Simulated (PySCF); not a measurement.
## Computed properties of C4H8OSi, SMILES C[SiH]1CC(=O)C1

C4H8OSi, SMILES C[SiH]1CC(=O)C1. Geometry optimised at r2SCAN-D4/def2-SVP. The structure was generated by enumeration, and PubChem lists no compound with its InChIKey, so it may never have been made. Other conformers were not sampled. All values are computed for the isolated molecule unless a solvent is named; none is compared with measurement here.

**Structure.** The optimised structure has Cs symmetry. All 36 harmonic modes at r2SCAN-D4/def2-SVP (PySCF) are real, so it is a minimum. With heavy atoms numbered as in [CH3:1][SiH:2]1[CH2:3][C:4](=[O:5])[CH2:6]1, the shortest bond between them is C4–O5 at 1.207 Å and the longest Si2–C6 at 1.913 Å.

**Vibrations.** The strongest infrared lines (harmonic, unscaled, degenerate partners summed) lie at 1838 cm⁻¹ (303 km/mol, C 63 %, O 36 %), 1134 cm⁻¹ (117 km/mol, C 76 %, H 19 %), 2232 cm⁻¹ (113 km/mol, H 97 %). The softest mode is at 86 cm⁻¹ and the zero-point energy is 67.5 kcal/mol.

**Electronic structure.** PBE0/def2-TZVP (PySCF) places the frontier levels at -6.95 and -0.55 eV, a gap of 6.40 eV, and gives a dipole moment of 4.09 D and a mean polarisability of 74.1 bohr³. PBE/def2-TZVP (PySCF) at the same geometry gives -5.47 and -1.63 eV, so its gap is 2.56 eV narrower. An orbital gap is neither the optical nor the fundamental gap.

**Excitations.** TDA-ωB97X/def2-SVPD (PySCF) has S1 at 4.40 eV (282 nm, f = 0.001, dark); the most intense of the 10 singlets computed lies at 7.98 eV (f = 0.15). T1 (TDA) is at 3.90 eV, 0.50 eV under S1. TDA-PBE/def2-SVPD (PySCF) puts S1 at 4.05 eV. No vertical singlet excitation falls in the visible range (under 3.1 eV).

**NMR.** GIAO shifts at KT2/pcSseg-1 (PySCF) (non-relativistic, atoms alike by connectivity averaged): ¹³C from -0.2 to 187.5 ppm against TMS; ¹H from 0.8 to 4.6 ppm against TMS; ²⁹Si at -48.7 ppm against TMS.
